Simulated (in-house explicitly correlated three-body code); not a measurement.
Computed with an exponentially correlated three-body code. Model: two electrons around a point charge, non-relativistic, variational in 260 exponentially correlated functions (energies converged to about 1e-7 hartree, or 1e-8 relative for large Z).

Command:
```bash
python run_hyl.py task.json out
```
Settings (lengths in bohr, energies in hartree):
```
Z                      9
screening              0.45
interaction_strength   1
functions              260
states_tried           13
```

Cost of the run: 49 s on 1 thread of Intel(R) Xeon(R) Platinum 8375C CPU @ 2.90GHz (Ice Lake) (shared host).

**Those bound S and P states to n = 4 that converged, binding against the one-electron ion.**

Given: nuclear charge 9; Yukawa screening of all interactions 0.45 1/bohr.

Computed: one-electron threshold -36.5971307 hartree.

```csv
term,energy (hartree),binding (eV)
1 1S,-68.163564,858.97
2 3S,-41.9932722,146.84
2 1S,-41.6811489,138.34
2 3P,-41.6130489,136.49
2 1P,?,?
3 3S,-37.7489314,31.342
3 1S,-37.6819771,29.52
3 3P,-37.6223001,27.896
3 1P,?,?
4 3S,-36.7350272,3.7524
4 1S,-36.721017,3.3711
4 3P,-36.6875748,2.4611
```

Q: What belongs in the row 2 1P?

A: energy (hartree): -41.4005981; binding (eV): 130.71.

Q: What belongs in the row 3 1P?

A: energy (hartree): -37.5755087; binding (eV): 26.623.

**Converged states only, values per electron or pair (inverse distances are <exp(-kr)/r>).**

| term | mean r (bohr) | mean r squared (bohr²) | mean inverse r (1/bohr) | mean r12 (bohr) | mean inverse r12 (1/bohr) | mean cosine | mean p1 dot p2 (bohr⁻²) | delta r1 (bohr⁻³) | delta r12 (bohr⁻³) |
| --- | --- | --- | --- | --- | --- | --- | --- | --- | --- |
| 1 1S | 0.17438 | 0.040796 | 8.2388 | 0.25704 | 4.8756 | -0.014704 | 1.076 | 214.57 | 23.123 |
| 2 3S | 0.44819 | 0.32935 | 5.0859 | 0.75645 | 1.1798 | -0.0046955 | 0.074641 | 126.83 | - |
| 2 1S | 0.46203 | 0.35382 | 5.0633 | 0.7762 | 1.4284 | -0.0071403 | 0.088916 | 126.11 | 3.7828 |
| 2 3P | 0.39831 | 0.25794 | 5.0651 | 0.66739 | 1.4466 | -0.068538 | -4.7823 | 114.75 | - |
| 2 1P | 0.40916 | 0.27433 | 5.0477 | 0.66547 | 1.5864 | 0.047781 | 4.5615 | 115.82 | 0.9976 |
| 3 3S | 0.9957 | 1.9148 | 4.5169 | 1.8346 | 0.38532 | -0.0012449 | 0.017511 | 118.22 | - |
| 3 1S | ? | ? | ? | ? | ? | ? | ? | ? | ? |
| 3 3P | 0.96246 | 1.806 | 4.5086 | 1.77 | 0.4362 | -0.013386 | -0.90699 | 115.44 | - |
| 3 1P | 0.9829 | 1.8897 | 4.5035 | 1.8066 | 0.46599 | 0.0093075 | 0.9186 | 115.64 | 0.2518 |
| 4 3S | 2.2095 | 10.271 | 4.3333 | 4.2561 | 0.095277 | -0.00027592 | 0.003766 | 116.17 | - |
| 4 1S | ? | ? | ? | ? | ? | ? | ? | ? | ? |
| 4 3P | 2.2993 | 11.291 | 4.3265 | 4.4358 | 0.09661 | -0.0025312 | -0.17021 | 115.58 | - |

Q: What belongs in the row 3 1S?

A: mean r (bohr): 1.022; mean r squared (bohr²): 2.0265; mean inverse r (1/bohr): 4.5104; mean r12 (bohr): 1.8855; mean inverse r12 (1/bohr): 0.4359; mean cosine: -0.0018143; mean p1 dot p2 (bohr⁻²): 0.021961; delta r1 (bohr⁻³): 118.07; delta r12 (bohr⁻³): 0.88306.

Q: What belongs in the row 4 1S?

A: mean r (bohr): 2.2835; mean r squared (bohr²): 11.006; mean inverse r (1/bohr): 4.3304; mean r12 (bohr): 4.4036; mean inverse r12 (1/bohr): 0.10307; mean cosine: -0.00038996; mean p1 dot p2 (bohr⁻²): 0.0046824; delta r1 (bohr⁻³): 116.13; delta r12 (bohr⁻³): 0.18605.

**Electric-dipole lines between converged S and P states, rate of the upper state's decay.**

| s state | p state | p minus s (eV) | oscillator strength from s | rate (1/s) |
| --- | --- | --- | --- | --- |
| 1 1S | 2 1P | 728.26 | 0.67642 | 5.1889e+12 |
| 1 1S | 3 1P | 832.34 | 0.11539 | 1.1562e+12 |
| 2 1S | 2 1P | 7.6342 | 0.084814 | 7.1496e+07 |
| 2 1S | 3 1P | 111.72 | 0.30152 | 5.4433e+10 |
| 3 1S | 2 1P | ? | ? | ? |
| 3 1S | 3 1P | 2.8972 | 0.23546 | 2.8585e+07 |
| 4 1S | 2 1P | -127.34 | -0.0068309 | 4.8062e+09 |
| 4 1S | 3 1P | -23.252 | -0.096531 | 2.2646e+09 |
| 2 3S | 2 3P | 10.346 | 0.1078 | 1.6691e+08 |
| 2 3S | 3 3P | 118.94 | 0.28346 | 5.8002e+10 |
| 2 3S | 4 3P | 144.38 | 0.04041 | 1.2183e+10 |
| 3 3S | 2 3P | ? | ? | ? |
| 3 3S | 3 3P | 3.4458 | 0.26663 | 4.5791e+07 |
| 3 3S | 4 3P | 28.881 | 0.16495 | 1.9901e+09 |
| 4 3S | 2 3P | -132.74 | -0.0071793 | 5.4888e+09 |
| 4 3S | 3 3P | -24.144 | -0.10439 | 2.6405e+09 |
| 4 3S | 4 3P | 1.2912 | 0.59072 | 1.4246e+07 |

Q: What belongs in the row 3 1S 2 1P?

A: p minus s (eV): -101.19; oscillator strength from s: -0.051607; rate (1/s): 2.2929e+10.

Q: What belongs in the row 3 3S 2 3P?

A: p minus s (eV): -105.15; oscillator strength from s: -0.054101; rate (1/s): 2.5955e+10.

**Static dipole response.**

```tsv
state	polarisability (bohr³)
1 1S	0.0016405
2 1S	1.1059
2 3S	0.76974
```
